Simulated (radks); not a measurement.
All-electron atom: Tc3+ in [Kr] 4d2 5p2 (not the ground configuration).

Method: Dirac Kohn-Sham, PBE, spin-unpolarised, spherical densities, finite nucleus; open shells are shared between the two j in proportion to 2j + 1; Fermi nuclear charge, rms radius 4.4112 fm; computed with a radial shooting solver on a logarithmic mesh with Libxc functionals.

Energy parts (hartree):
part                        energy
total                  -4283.11016
kinetic                 4449.27116
electron-nucleus      -10287.93614
Hartree                 1682.52393
exchange-correlation    -126.96911

Orbitals (lengths in bohr, moments of r in powers of bohr; <r^-3> diverges for s and p1/2; r(max) is where P^2 peaks):
1s1/2: occ. 2; eigenvalue (hartree) -768.1180; <1/r> 44.71; <r^4> 6.520e-06; r(max) 0.02228
2s1/2: occ. 2; eigenvalue (hartree) -110.9826; <1/r> 10.20; <r^4> 0.001196; r(max) 0.1263
2p1/2: occ. 2; eigenvalue (hartree) -102.4654; <1/r> 10.18; <r^4> 0.0007910; r(max) 0.09815
2p3/2: occ. 4; eigenvalue (hartree) -98.12030; <r^-3> 2593; <1/r> 9.667; <r^4> 0.0008905; r(max) 0.1021
3s1/2: occ. 2; eigenvalue (hartree) -20.67110; <1/r> 3.509; <r^4> 0.06023; r(max) 0.3724
3p1/2: occ. 2; eigenvalue (hartree) -17.39915; <1/r> 3.409; <r^4> 0.06173; r(max) 0.3594
3p3/2: occ. 4; eigenvalue (hartree) -16.67166; <r^-3> 440.3; <1/r> 3.286; <r^4> 0.06806; r(max) 0.3688
3d3/2: occ. 4; eigenvalue (hartree) -10.88782; <r^-3> 65.08; <1/r> 3.104; <r^4> 0.06847; r(max) 0.3097
3d5/2: occ. 6; eigenvalue (hartree) -10.74784; <r^-3> 61.90; <1/r> 3.072; <r^4> 0.07065; r(max) 0.3124
4s1/2: occ. 2; eigenvalue (hartree) -4.23243; <1/r> 1.322; <r^4> 2.187; r(max) 0.9429
4p1/2: occ. 2; eigenvalue (hartree) -3.25124; <1/r> 1.215; <r^4> 3.056; r(max) 0.9943
4p3/2: occ. 4; eigenvalue (hartree) -3.13467; <r^-3> 70.86; <1/r> 1.181; <r^4> 3.344; r(max) 1.017
4d3/2: occ. 0.8; eigenvalue (hartree) -1.63652; <r^-3> 7.094; <1/r> 0.9331; <r^4> 9.093; r(max) 1.183
4d5/2: occ. 1.2; eigenvalue (hartree) -1.62156; <r^-3> 6.737; <1/r> 0.9256; <r^4> 9.349; r(max) 1.192
5p1/2: occ. 0.666667; eigenvalue (hartree) -0.94656; <1/r> 0.4674; <r^4> 107.7; r(max) 2.568
5p3/2: occ. 1.33333; eigenvalue (hartree) -0.92699; <r^-3> 11.96; <1/r> 0.4581; <r^4> 115.3; r(max) 2.618

The highest occupied level is 5p3/2 at -25.225 eV. The electron density at the nucleus is 1.002e+05 e/bohr^3. The density falls to 0.001 e/bohr^3 at r = 4.25 bohr. Summed over all electrons, <r^2> = 37.30 bohr^2, which gives a Langevin (diamagnetic) susceptibility term of -29.5 x 10^-6 cm^3/mol.
